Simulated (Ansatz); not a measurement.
Ansatz (an electronic-structure program) input (B3LYP-D3(BJ)/def2-TZVP):

Ansatz 0.2 input:
```yaml
crystal:
  periodic: [false, false, false]
  atoms:
    - {symbol: C, position_ang: [-1.81263571, 0.12843275, -0.07667281]}
    - {symbol: C, position_ang: [-0.41904946, 0.31704785, 0.51703461]}
    - {symbol: C, position_ang: [0.58589226, -0.45871493, -0.31827520]}
    - {symbol: S, position_ang: [2.28342512, -0.33863900, 0.42110466]}
    - {symbol: H, position_ang: [-2.10203841, -0.91858282, -0.06698850]}
    - {symbol: H, position_ang: [-2.53606649, 0.68566794, 0.51040839]}
    - {symbol: H, position_ang: [-1.85247957, 0.49258451, -1.09972899]}
    - {symbol: H, position_ang: [-0.16850873, 1.37952326, 0.52111886]}
    - {symbol: H, position_ang: [-0.41131465, -0.04302121, 1.54675932]}
    - {symbol: H, position_ang: [0.62783103, -0.09102470, -1.34231755]}
    - {symbol: H, position_ang: [0.34833868, -1.52303647, -0.31877169]}
    - {symbol: H, position_ang: [2.44235927, 0.99574311, 0.25991629]}
    - {symbol: H, position_ang: [3.00535443, -0.63076480, -0.68484704]}
basis:
  gaussian:
    orbitals: def2-TZVP
hamiltonian:
  xc: b3lyp
  dispersion: d3bj
total_charge: 1
relax: {f_tol: 0.002, max_steps: 150}
```

End of the output:

```
1207 factors; their error is unknown
mean field: 0.91 GiB planned
mean field -14087.96517845 eV, -517.7231711422 hartree, gradient 1.1e-5 eV, S^2 0.000000; 0 other end points of the search recorded, 0 dependent functions left out
the calculation of the forces begins
reference -14087.96544092 eV, -517.7231807879 hartree; 21, 21 occupied and 163, 163 virtual orbitals, 1207 factors
relax step   7: F+E_penalty+E_count = -14088.40771739 eV  Δ(F+E_penalty+E_count) = -9.555e-6 eV  max|allowed force component| = 6.571e-4 eV/Å  Δτ_max = 0.0017 Å  (31 SCF iters, accepted)
these checks for a lower state are left out or cut short: starts, cluster_reference, orbital_swaps, neighbouring_geometries, increment
integrals: 0.10 GiB planned
1207 factors; their error is unknown
mean field: 0.91 GiB planned
mean field evaluation 64: about -14087.9648 eV, gradient 5.1e-1 eV
mean field -14087.96520591 eV, -517.7231721515 hartree, gradient 1.1e-5 eV, S^2 0.000000; 0 other end points of the search recorded, 0 dependent functions left out
the calculation of the forces begins
reference -14087.96546838 eV, -517.7231817969 hartree; 21, 21 occupied and 163, 163 virtual orbitals, 1207 factors
relax step   8: F+E_penalty+E_count = -14088.40771976 eV  Δ(F+E_penalty+E_count) = -2.378e-6 eV  max|allowed force component| = 1.116e-3 eV/Å  Δτ_max = 0.0026 Å  (32 SCF iters, accepted)
these checks for a lower state are left out or cut short: starts, cluster_reference, orbital_swaps, neighbouring_geometries, increment
integrals: 0.10 GiB planned
1207 factors; their error is unknown
mean field: 0.91 GiB planned
mean field -14087.96521213 eV, -517.7231723801 hartree, gradient 1.1e-5 eV, S^2 0.000000; 0 other end points of the search recorded, 0 dependent functions left out
the calculation of the forces begins
reference -14087.96547459 eV, -517.7231820251 hartree; 21, 21 occupied and 163, 163 virtual orbitals, 1207 factors
relax step   9: F+E_penalty+E_count = -14088.40772084 eV  Δ(F+E_penalty+E_count) = -1.078e-6 eV  max|allowed force component| = 7.628e-4 eV/Å  Δτ_max = 0.0022 Å  (32 SCF iters, accepted)
integrals: 0.10 GiB planned
1207 factors; their error is unknown
mean field: 0.91 GiB planned
mean field evaluation 96: about -14087.9652 eV, gradient 9.4e-4 eV
mean field -14087.96521213 eV, -517.7231723801 hartree, gradient 1.1e-5 eV, S^2 0.000000; 1 other end points of the search recorded, 0 dependent functions left out
the calculation of the forces begins
reference -14087.96547459 eV, -517.7231820251 hartree; 21, 21 occupied and 163, 163 virtual orbitals, 1207 factors
Total energy: -14088.40798330 eV, -517.7394439203 hartree
Atom 0 at    -1.837900     0.126517    -0.066841 Å, force     0.000006    -0.000202    -0.000386 eV/Å
Atom 1 at    -0.433185     0.314616     0.510363 Å, force     0.000763     0.000003     0.000087 eV/Å
Atom 2 at     0.578436    -0.439405    -0.343243 Å, force    -0.000374    -0.000402    -0.000313 eV/Å
Atom 3 at     2.260926    -0.301550     0.424780 Å, force    -0.000044    -0.000082    -0.000249 eV/Å
Atom 4 at    -2.129088    -0.924472    -0.066903 Å, force    -0.000115     0.000015    -0.000019 eV/Å
Atom 5 at    -2.558335     0.673862     0.539362 Å, force     0.000111    -0.000072     0.000019 eV/Å
Atom 6 at    -1.903139     0.504361    -1.087935 Å, force     0.000170     0.000086     0.000160 eV/Å
Atom 7 at    -0.180043     1.377545     0.531836 Å, force    -0.000309     0.000291     0.000329 eV/Å
Atom 8 at    -0.400079    -0.052401     1.538812 Å, force    -0.000196     0.000317     0.000130 eV/Å
Atom 9 at     0.652368    -0.065566    -1.362263 Å, force     0.000002     0.000111     0.000010 eV/Å
Atom 10 at     0.396349    -1.514850    -0.354906 Å, force     0.000340     0.000070     0.000168 eV/Å
Atom 11 at     2.499506     1.010593     0.203119 Å, force    -0.000262    -0.000192    -0.000041 eV/Å
Atom 12 at     3.045293    -0.714036    -0.597439 Å, force    -0.000091     0.000057     0.000105 eV/Å
Dipole moment:     0.838839    -0.008622    -0.206916 e Å
```

It need not be the lowest isomer of its formula.
